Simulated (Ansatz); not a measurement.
Ansatz (a first-principles code) was given this input:
Ansatz 0.2 input:
```yaml
crystal:
  periodic: [false, false, false]
  atoms:
    - {symbol: F, position_ang: [1.30956964, -1.09098185, -0.11409240]}
    - {symbol: Ge, position_ang: [0.00000000, -0.00000000, 0.00000000]}
    - {symbol: F, position_ang: [0.59265899, 1.60216040, 0.00827402]}
    - {symbol: F, position_ang: [-1.03920691, -0.21581686, -1.33854518]}
    - {symbol: F, position_ang: [-0.86302172, -0.29536169, 1.44436355]}
basis:
  gaussian:
    orbitals: pcseg-1.json
hamiltonian:
  xc: cam_b3lyp
total_charge: 1
magnetization: {spin_polarized: true, initial_magnetization: 1}
```
The basis file holds pcseg-1 in the JSON format of the Basis Set Exchange.

Q: What does this run give for the number of basis functions, total energy?

A: 
```yaml
number_of_basis_functions: 83
total_energy: -2475.6458 Eh
```
